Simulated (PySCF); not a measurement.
## Correlation energy of C⁺ (carbon, charge +1)

[He] 2s2 2p1, 2P determinant. Computed with PySCF 2.14 in aug-cc-pVDZ (4s3p2d, 23 functions), with the non-relativistic Hamiltonian (point nucleus). Frozen: 1s2; 3 electrons correlated.

MP2 pair energies summed by pair of shells (mhartree):

```json
{"pair": "2s-2s", "energy": "-25.78", "share (%)": "61.9"}
{"pair": "2s-2p", "energy": "-15.87", "share (%)": "38.1"}
```

Total MP2 correlation energy: -41.65 mhartree.

Same-spin part -2.42 and opposite-spin part -39.23 mhartree; SCS-MP2 scales them by 1/3 and 6/5 to -47.89 mhartree.

```tsv
level	correlation energy (mhartree)
CCSD	-67.26
(T)	-0.69
CCSD(T)	-67.95
```

Diagnostics: T1 = 0.0091, D1 = 0.0176, largest double amplitude 0.134.

Cost of the coupled-cluster step: 0.14 s of wall time on 1 thread of Neoverse-V1 (shared host), for 3 correlated electrons.

Iterations:

```
CC2 = 0
CCSD nocc = (np.int64(2), np.int64(1)), nmo = (22, 22)
frozen orbitals [[0], [0]]
max_cycle = 100
direct = 0
conv_tol = 1e-08
conv_tol_normt = 1e-06
diis_space = 8
diis_start_cycle = 0
Init t2, MP2 energy = -0.041654876617434
Init E_corr(UCCSD) = -0.0416548766327895
cycle = 1  E_corr(UCCSD) = -0.0561827644352638  dE = -0.0145278878  norm(t1,t2) = 0.0573795
cycle = 2  E_corr(UCCSD) = -0.0620379046407715  dE = -0.00585514021  norm(t1,t2) = 0.027866
cycle = 3  E_corr(UCCSD) = -0.0673204343177381  dE = -0.00528252968  norm(t1,t2) = 0.0142781
cycle = 4  E_corr(UCCSD) = -0.0672257683661567  dE = 9.46659516e-05  norm(t1,t2) = 0.00126404
cycle = 5  E_corr(UCCSD) = -0.0672707748833152  dE = -4.50065172e-05  norm(t1,t2) = 0.000208114
cycle = 6  E_corr(UCCSD) = -0.0672500509550354  dE = 2.07239283e-05  norm(t1,t2) = 4.83121e-05
cycle = 7  E_corr(UCCSD) = -0.0672571198302009  dE = -7.06887517e-06  norm(t1,t2) = 1.91897e-05
cycle = 8  E_corr(UCCSD) = -0.0672571866282661  dE = -6.67980651e-08  norm(t1,t2) = 1.80084e-06
cycle = 9  E_corr(UCCSD) = -0.0672569451965119  dE = 2.41431754e-07  norm(t1,t2) = 6.0023e-07
cycle = 10  E_corr(UCCSD) = -0.0672570005053111  dE = -5.53087992e-08  norm(t1,t2) = 1.51621e-07
cycle = 11  E_corr(UCCSD) = -0.0672569985600871  dE = 1.945224e-09  norm(t1,t2) = 3.38164e-08
UCCSD converged
E(UCCSD) = -37.3575101274049  E_corr = -0.0672569985600871
UCCSD(T) correction = -0.000686421583795123
```
